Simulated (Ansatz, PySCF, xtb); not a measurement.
Process, species as SMILES: O=[PH2+] -> [OH+]=P
Structures are relaxed separately at B3LYP-D3(BJ)/def2-TZVP in Ansatz (an electronic-structure program). Unstable Hartree-Fock reference: O=[PH2+], [OH+]=P.

Wanted: isomerisation energy (enthalpy at 298 K, with B3LYP-D3(BJ) rigid-rotor harmonic-oscillator terms from PySCF), in kJ/mol. Valence correlation only, unless marked. No spin-orbit coupling. No relativistic terms. Basis-set limits of correlation are two-point, X^-3; Hartree-Fock from the larger set.

```csv
level,program,isomerisation energy (kJ/mol)
GFN1-xTB,xtb,-25.5
BLYP-D4/def2-TZVPD,Ansatz + dftd4,[?]
BHLYP-D3(BJ)/def2-TZVPD,Ansatz + dftd3,-93.2
LC-wPBE/def2-TZVPD,Ansatz,[?]
SCS-MP2/def2-QZVPP,Ansatz,-68.0
"CCSD(T)/CBS(cc-pV(T+d)Z,cc-pV(Q+d)Z)",Ansatz,[?]
```

Q: Fill in the missing entries.

A: 
- BLYP-D4/def2-TZVPD, isomerisation energy (kJ/mol): -77.4
- LC-wPBE/def2-TZVPD, isomerisation energy (kJ/mol): -82.7
- CCSD(T)/CBS(cc-pV(T+d)Z,cc-pV(Q+d)Z), isomerisation energy (kJ/mol): -79.1
